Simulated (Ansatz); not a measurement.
```xyz
2

Li    0.0449   -0.0017   -0.4215
H    -0.0070   -0.0111    1.1501
```

Basis set: aug-cc-pVDZ (spherical functions). All electrons are correlated. Charge 0, multiplicity 1.

Computed with Ansatz (development build ahead of 0.2.0); each method stands on the lowest determinant of its kind that the runs found. Restricted open shells among the atoms or ions are ROHF, correlated in semicanonical orbitals with singles.

Problem. Give the atomization energy at this shape (free ground-state atoms in the same class of orbitals less the molecule, no zero-point energy) of singlet LiH by RHF-MP2, RHF.

Solution.

```csv
method,atomization energy
RHF-MP2,2.17 eV
RHF,1.42 eV
```
